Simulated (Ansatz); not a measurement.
`[CH3][GeH]([F])[SiH3]` → `[CH3][GeH]` + `F[SiH3]` at 298.15 K and 1 bar (germylene formation by 1,1-elimination).

Gas-phase electronic energies from Ansatz, PBE0-D4/def2-TZVP geometries. CCSD(T)/CBS is the MP2 limit (def2-TZVPP, def2-QZVPP) plus CCSD(T) − MP2 in def2-TZVPP, frozen cores. This one scheme is used for every species. For Ge outer-core shells are correlated without core-valence functions, which leaves a few kJ/mol of doubt a bond. Scalar relativity is left out up to krypton.

```csv
species,CCSD(T)/CBS energy (Eh),H − E (kJ/mol),S (J/(mol·K))
`[CH3][GeH]([F])[SiH3]`,-2507.28788,211.0,366.8
`[CH3][GeH]`,-2116.52215,121.0,272.7
`F[SiH3]`,-390.72345,82.7,238.5
```

H − E and S are ideal-gas, rigid-rotor, harmonic terms from PBE0-D4/def2-TZVP, for one conformer and one mirror image of each species. 1 Eh = 2625.50 kJ/mol, R = 8.31446 J/(mol·K).

Q: By hand: ΔE, ΔH, ΔS and ΔG.

A: ΔE = (-2116.52215) + (-390.72345) − (-2507.28788) = 0.04228 Eh = 111.0 kJ/mol. Δ(H − E) = 121.0 + 82.7 − 211.0 = -7.3, so ΔH = 103.7 kJ/mol. ΔS = 272.7 + 238.5 − 366.8 = 144.4 J/(mol·K). ΔG = 103.7 − 298.15 × (144.4)/1000 = 60.6 kJ/mol.

Q: By hand: the equilibrium constant, and the temperature at which ΔG would vanish if ΔH and ΔS stayed fixed.

A: log₁₀ K = −ΔG/(RT ln 10) = -10.6. ΔG = 0 at ΔH/ΔS = 718 K.

The number of gas molecules changes by +1, which sets the sign of ΔS. A doubt of 5 kJ/mol in ΔE shifts log₁₀ K by 0.9 here. Other conformers and mirror images would add mixing entropy, several J/(mol·K) or more a flexible species. These are equilibria of isolated gas molecules and say nothing of rates. Largest T1 diagnostic: 0.012 (customary marks: 0.02 for closed shells, 0.045 for open ones).
